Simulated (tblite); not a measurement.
Problem. Give a GFN2-xTB geometry of `C1C(C(F)=C(F)F)C[S+]1` [radical]. (Charge +1 and doublet state.)

Solution. 
Z-matrix in Å and degrees, rows numbered from 1:
```
F 
C   1  1.3122
F   2  1.2996  1  112.74
C   2  1.3427  1  121.62  3   179.99
F   4  1.3383  2  119.46  1   179.93
C   4  1.4961  2  125.95  1    -0.22
C   6  1.5407  4  114.36  2   126.33
S   7  1.8075  6   93.56  4   127.62
C   6  1.5408  4  114.35  2  -126.38
H   6  1.0925  4  108.81  2    -0.01
H   7  1.0930  6  114.08  4    13.22
H   7  1.0902  6  116.40  4  -113.98
H   9  1.0929  6  114.06  4   -13.28
H   9  1.0901  6  116.52  4   113.99
```

The 4-membered ring C6–C7–S8–C9 has internal angles of 77.4° to 94.4° (sum 359°, against 360° for a flat polygon); it is slightly puckered (a soft mode that the optimisation may not have finished), 0.06 Å rms from its mean plane, widest ring torsion 8°. S8 (sulfur bonded to 2 C) is bent (angle 77.4°). C4 (carbon bonded to 2 C and F) is planar (angles 126.0°, 119.5° and 114.6°, sum 360.0°, 0.00 Å off the plane of its three neighbours). The 4 C–C bonds span 1.343 Å (C2=C4, drawn double) to 1.541 Å (C6–C9, drawn single), a spread of 0.198 Å.

Structure optimised with GFN2-xTB, isolated species. This method treats the open shell by occupation alone, without spin polarisation.

Point group: Cs (tolerance 0.08 Å). Its GFN2-xTB frequencies are all real (lowest 40 cm⁻¹). Torsions: C2–C4–C6–C7 126°, C4–C6–C7–S8 128°, C6–C7–S8–C9 -7°, C7–S8–C9–C6 7°, C4–C6–C9–S8 -128°. 3 starts were optimised and ended at 0.00, 0.01 and 1.44 kcal/mol (GFN2-xTB); the lowest of these is shown.

Time: 0.84 s wall. Hardware: one thread, Intel Xeon Platinum 8488C (x86_64), shared host with 96 logical CPUs at a one-minute load of 38. This is the geometry optimisation.

One conformer stands for the species.

All values are computed, not measured.
